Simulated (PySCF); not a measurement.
Compound: C₂H₁₂SSi₅.
InChI=1S/C2H12SSi5/c1-2(3)8-6-4-5-7-8/h8H,4-7H2,1H3

The closed-shell ground state was solved at several levels (PySCF, density fitting, gas phase, non-relativistic). One conformer (not necessarily the lowest) at the PBE0-D3(BJ)/def2-SVP geometry, without solvent, vibrations or thermal averaging.

| level | basis functions | HOMO (eV) | LUMO (eV) | gap (eV) | dipole (D) |
| --- | --- | --- | --- | --- | --- |
| CAM-B3LYP/def2-SVPD | 283 | -7.89 | -1.54 | 6.35 | 2.36 |
| PBE0/pcSseg-1 | 238 | -6.65 | -2.70 | 3.95 | 2.40 |

What might KT3/pcSseg-1 (238 basis functions) give for the same quantities?

HOMO -5.56 eV, LUMO -3.48 eV, gap 2.08 eV, dipole 2.27 D.

Over all these levels, which gives the widest orbital gap and which the narrowest?

CAM-B3LYP/def2-SVPD (range-separated hybrid) has the widest, 6.35 eV, and KT3/pcSseg-1 (GGA) the narrowest, 2.08 eV. Functional and basis both differ between the two, so the spread mixes both effects.

How far do the dipole and the HOMO energy spread over the levels?

The dipole runs from 2.27 to 2.40 D (mean 2.34 D) and the HOMO from -7.89 to -5.56 eV.
